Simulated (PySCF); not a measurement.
Work out the structure from these simulated measurements.

Formula: C8H18BN.

| Property | Result |
| --- | --- |
| 1H NMR | chemical shifts (computed TMS as zero) by class: 5.80 (1 H), 5.36 (1 H), 5.27 (1 H), 2.94 (1 H), 2.54 (1 H), 2.43 (1 H), 2.42 (1 H), 2.40 (1 H), 2.28 (1 H), 2.24 (3 H), 2.21 (1 H), 1.92 (1 H), 1.89 (1 H), 1.62 (1 H), 0.97 (1 H), 0.81 (1 H) ppm [GIAO B3LYP/pcSseg-1] |
| NMR, other nuclei | isotropic shieldings of nuclei other than C and H, by class: 101 (1 B), 182 (1 N) ppm [GIAO B3LYP/pcSseg-1] |
| Dipole | 4.44 D [B3LYP/pcSseg-1] |
| Rotational structure | rotational constants A, B, C: 3.030, 0.627, 0.611 GHz [PBE0-D3(BJ)/def2-SVP] |
| 13C NMR | chemical shifts (computed TMS as zero) by class: 144.6 (1 C), 125.3 (1 C), 66.2 (1 C), 62.9 (1 C), 43.9 (1 C), 33.5 (1 C), 26.8 (1 C), 9.2 (1 C) ppm [GIAO B3LYP/pcSseg-1] |

Electronic properties: PySCF, gas phase, density fitting. Levels stand in brackets. One conformer (not necessarily the lowest) at the PBE0-D3(BJ)/def2-SVP geometry, without solvent, vibrations or thermal averaging. NMR classes are plain means over equivalent atoms (diastereotopic ones count apart unless rotation or inversion swaps them), as if these changed places fast.

Question: What is the compound? Reason from the data.

Answer: Numbering: `[CH2:1]=[CH:2][CH2:3][CH2:4][N@+:5]1([CH3:6])[BH2-:7][CH2:8][CH2:9][CH2:10]1`. 8 carbons fall into 8 classes; from least to most shielded: alkene CH carbon [C2] (144.6 ppm), terminal =CH2 carbon [C1] (125.3 ppm), chain sp3 carbon bound to nitrogen [C4] (66.2 ppm), ring sp3 carbon bound to nitrogen [C10] (62.9 ppm), N-methyl carbon [C6] (43.9 ppm), allylic carbon [C3] (33.5 ppm), ring CH2 carbon [C9] (26.8 ppm), ring sp3 carbon bound to boron [C8] (9.2 ppm). Hydrogen classes from least to most shielded: 1 H on an alkene CH carbon, C2 (5.80 ppm), 1 H on a terminal =CH2 carbon, C1 (5.36 ppm), 1 H on a terminal =CH2 carbon, C1 (5.27 ppm), 1 H on an sp3 carbon bound to nitrogen, C4 (2.94 ppm), 1 H on an sp3 carbon bound to nitrogen, C4 (2.54 ppm), 1 H on an sp3 carbon bound to nitrogen, C10 (2.43 ppm), 1 H on a four-coordinate boron, B7 (2.42 ppm), 1 H on an sp3 carbon bound to nitrogen, C10 (2.40 ppm), 1 H on an allylic carbon, C3 (2.28 ppm), 3 H on an N-methyl carbon, C6 (2.24 ppm, a mean of values up to 1.0 ppm apart in this geometry), 1 H on a four-coordinate boron, B7 (2.21 ppm), 1 H on a ring CH2 carbon, C9 (1.92 ppm); 4 more classes are left out. The other shieldings belong to: 101 ppm, four-coordinate boron [B7]; 182 ppm, nitrogen bonded to B and 3 C [N5]. The optimised geometry has point group C1 and is an asymmetric top. Structure: `C(=C)CC[N@@+]1(C)CCC[BH2-]1`. Computed isomers that give other values at the same levels: `C[N+]1(C)[BH2-][C@@H](C2CC2)CC1` (rotational constant A: 2.872 GHz; this holds for the one conformer computed); `CC#[N+][BH2-]C(C)(C)CCC` (rotational constant A: 1.331 GHz; this holds for the one conformer computed); `C=CC[C@@H]1C[BH2-][N+](C)(C)C1` (rotational constant A: 2.461 GHz; this holds for the one conformer computed). The assignments are read from this structure; whether some other isomer fits the data as well wasn't checked. The mirror image fits equally.
